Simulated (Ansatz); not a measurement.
A geometry relaxed with r2SCAN-D4/def2-TZVP run with Ansatz (a first-principles code), charge 0, multiplicity 2:

```xyz
7

O      1.6220    -0.7317     0.3644
H      2.2635    -0.0365     0.5603
H     -1.1105     2.0471    -0.1315
H     -1.2445    -1.9669     0.1495
O     -1.4707    -1.0616    -0.1007
Sn     0.1157    -0.0550    -0.7310
O     -0.1756     1.8045    -0.1110
```

Problem. Write the SMILES of this molecule.

Solution. `[OH][Sn]([OH])[OH]`
